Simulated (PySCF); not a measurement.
Species: BH2Br.
InChI=1S/BBrH2/c1-2/h1H2

The closed-shell ground state was solved at several levels (PySCF, density fitting, gas phase). Geometry: PBE0-D3(BJ)/def2-SVP; no solvent, vibrations or thermal averaging. The calculation is non-relativistic and has no spin–orbit coupling, an omission that weighs most on bromine.

```
                       level  basis functions  HOMO (eV)  LUMO (eV)  gap (eV)  dipole (D)
B3LYP/pcJ-1 (pcSseg-1 on Br)               88      -7.95      -2.19      5.76        0.43
            wB97X-D/pcSseg-1               68     -10.10      -0.09     10.01        0.65
               PBE0/pcSseg-1               68      -8.23      -2.01      6.22        0.53
```

Problem. What might CAM-B3LYP/def2-SVPD (77 basis functions) give for the same quantities?

Solution. HOMO -9.57 eV, LUMO -0.93 eV, gap 8.64 eV, dipole 0.58 D.

Problem. Over all these levels, which gives the widest orbital gap and which the narrowest?

Solution. wB97X-D/pcSseg-1 (range-separated hybrid) has the widest, 10.01 eV, and B3LYP/pcJ-1 (pcSseg-1 on Br) (global hybrid, 20 % exact exchange) the narrowest, 5.76 eV. Functional and basis both differ between the two, so the spread mixes both effects.

Problem. How far do the dipole and the HOMO energy spread over the levels?

Solution. The dipole runs from 0.43 to 0.65 D (mean 0.55 D) and the HOMO from -10.10 to -7.95 eV.
